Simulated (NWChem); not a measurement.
System: Ba

Input file for NWChem:

```
start job
memory heap 200 mb stack 900 mb global 1100 mb
geometry units angstroms noautoz
  Ba     0.000000     0.000000     0.000000
end
basis spherical
  Ba library def2-svp
end
ecp
  Ba library def2-ecp
end
dft
  xc becke97-d
  disp vdw 2
  iterations 150
  mulliken
end
task dft energy
```

def2 effective core potentials on Ba; no spin-orbit coupling.

Give the results of this calculation. (B97-D/def2-SVP with def2 effective core potentials on Ba.) Quantities: energy (Ha); highest occupied level (eV); orbital gap (eV).


- energy (Ha): -25.50
- highest occupied level (eV): -3.22
- orbital gap (eV): 1.28
